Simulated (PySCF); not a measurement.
LDA on Re (rhenium, neutral), [Xe] 4f14 5d4 6s2 7s1, high-spin 6D determinant (an excited configuration). Calculation: PySCF 2.14, in aug-cc-pVTZ-PP with one added diffuse shell each of s, p, d, f, g type with ECP60MDF (7s7p6d4f3g, 113 functions); scalar relativity through the core potential.

```
cycle= 1 E= -78.0176204289959  delta_E= -0.0232  |g|= 0.0664  |ddm|= 1.06
cycle= 2 E= -78.0179070119091  delta_E= -0.000287  |g|= 0.0621  |ddm|= 0.28
cycle= 3 E= -78.0198948295311  delta_E= -0.00199  |g|= 0.0307  |ddm|= 0.219
cycle= 4 E= -78.0203247324921  delta_E= -0.00043  |g|= 0.00739  |ddm|= 0.043
cycle= 5 E= -78.0203526350558  delta_E= -2.79e-05  |g|= 0.00152  |ddm|= 0.0184
cycle= 6 E= -78.0203540558331  delta_E= -1.42e-06  |g|= 8.82e-05  |ddm|= 0.00649
cycle= 7 E= -78.0203540850314  delta_E= -2.92e-08  |g|= 1.48e-05  |ddm|= 0.00148
cycle= 8 E= -78.0203540911911  delta_E= -6.16e-09  |g|= 1.46e-05  |ddm|= 0.00106
cycle= 9 E= -78.0203540913588  delta_E= -1.68e-10  |g|= 1.74e-07  |ddm|= 0.000117
converged SCF energy = -78.0203540913588  <S^2> = 8.7519195  2S+1 = 6.0006398
```

Highest occupied orbital energy: -1.668 eV; ⟨L²⟩ = 8.71; populations by l: s 4.55, p 6.00, d 4.45, f 0.00.

(1) Can this result be used?

Answers

(1) Not for this state. Self-consistency was reached. ⟨L²⟩ = 8.71 against 6 for a pure D term, so this real determinant mixes terms. Energies and moments cover only the electrons outside the core potential. Spin-orbit coupling, absent here, splits the open shell strongly. The outer electron is Rydberg-like, and this basis confines it to a smaller radius and binds it less than a complete one would. The s, p, d and f populations moved away from the nominal configuration during the SCF.
